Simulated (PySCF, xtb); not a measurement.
# A geometry optimisation of CBeSi+ with r2SCAN-D4/def2-SVP

The starting geometry of this gas-phase doublet has its atoms placed at random.

```json
{"atom": "C", "x (Å)": "0.2185", "y (Å)": "-0.6796", "z (Å)": "0.0973"}
{"atom": "Be", "x (Å)": "0.8580", "y (Å)": "1.3020", "z (Å)": "-0.0237"}
{"atom": "Si", "x (Å)": "-0.9735", "y (Å)": "0.4582", "z (Å)": "1.1840"}
```

Guess where an optimisation with r2SCAN-D4/def2-SVP ends from this start.

It ends as a structure given below by its coordinates. Distances that change by over a tenth: C1–Si3 (1.97 → 1.70 Å). Contacts that close: C1–Be2 (2.09 → 1.60 Å).

The energy falls by 1.59 eV over 16 steps:

```tsv
step	E − E(last) (eV)
1	1.586
3	0.537
4	0.292
6	0.012
8	0.002
9	-0.001
11	0.000
13	0.000
14	0.000
16	0.000
```

Final geometry (Å):

```yaml
atoms:
  - { symbol: C, position_ang: [0.1347, -0.1512, 0.2393] }
  - { symbol: Be, position_ang: [0.9279, 1.1956, -0.1043] }
  - { symbol: Si, position_ang: [-1.1118, 0.3965, 1.2530] }
```

From the same start GFN2-xTB reaches the same bonding as this run.

From so rough a start the end depends on the optimiser's path, so another program may land elsewhere. No frequencies were run, so the end isn't proven a minimum. Open shells are spin-unrestricted. Run with PySCF 2.14.0, 120 s on 2 threads of Intel(R) Xeon(R) Processor @ 2.50GHz (Skylake/Cascade Lake), on a shared host.
